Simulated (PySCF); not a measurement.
# C₆ coefficients of unlike pairs at PBE

Calculated with PySCF 2.14 from the dipole response of each species, C₆(A,B) = (3/π) ∫ α_A(iu) α_B(iu) du, in atomic units, from isotropic polarisabilities. For ions this is the dispersion term alone; charge-induced terms of lower order in 1/R come first.

| species | configuration | basis | relativity | α (bohr³) | C₆ (like pair) |
| --- | --- | --- | --- | --- | --- |
| Si³⁺ | [Ne] 3s1 (2S) | aug-cc-pVTZ-DK (6s5p3d2f) | spin-free X2C | 6.953 | 12.74 |
| Br | [Ar] 3d10 4s2 4p5 (2P) | aug-cc-pVQZ-DK (8s7p5d3f2g) | spin-free X2C | 22.26 | 180.4 |
| P²⁺ | [Ne] 3s2 3p1 (2P) | aug-cc-pVTZ-DK (6s5p3d2f) | spin-free X2C | 9.118 | 32.71 |
| C | [He] 2s2 2p2 (3P) | aug-cc-pwCVDZ (5s4p2d) | none | 12.47 | 50.61 |

Estimate C₆ for Br with Si³⁺.

The integral gives 47.20. The combination rule 2 C_A C_B / (C_A α_B/α_A + C_B α_A/α_B) gives 47.31 and the geometric mean 47.93.

No spin-orbit coupling is included.

The other pairs:

```
     pair     C₆
    C, Br  95.42
  P²⁺, Br  76.76
  C, Si³⁺  25.17
   C, P²⁺  40.59
P²⁺, Si³⁺  20.04
```
